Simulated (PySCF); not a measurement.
PySCF 2.14 output of an unrestricted B97-3 calculation on a single atom or ion in aug-cc-pVTZ, with no relativity, point nucleus:

```
SCF conv_tol = 1e-09
number electrons alpha = 12  beta = 9
    T. W. Keal and D. J. Tozer.,  J. Chem. Phys. 123, 121103 (2005)
cycle= 1 E= -849.007731710324  delta_E= -0.00544  |g|= 0.0111  |ddm|= 1.97
cycle= 2 E= -849.007820174818  delta_E= -8.85e-05  |g|= 0.00697  |ddm|= 0.124
cycle= 3 E= -849.007834208034  delta_E= -1.4e-05  |g|= 0.00108  |ddm|= 0.102
cycle= 4 E= -849.007835267132  delta_E= -1.06e-06  |g|= 0.000108  |ddm|= 0.0217
cycle= 5 E= -849.007835277794  delta_E= -1.07e-08  |g|= 1.43e-05  |ddm|= 0.00404
cycle= 6 E= -849.007835277855  delta_E= -6.16e-11  |g|= 5.16e-07  |ddm|= 0.000359
converged SCF energy = -849.007835277855  <S^2> = 3.7506681  2S+1 = 4.000334
```

The run itself started from symmetry-adapted Hartree-Fock orbitals and held the occupation by maximum overlap, on a logarithmic radial grid, so the iterations belong to that start.

Question: Which element, charge and spin multiplicity is this?

Answer: Ti⁺ (titanium, charge +1), multiplicity 4; the state was [Ar] 3d2 4s1, high-spin 4F determinant.
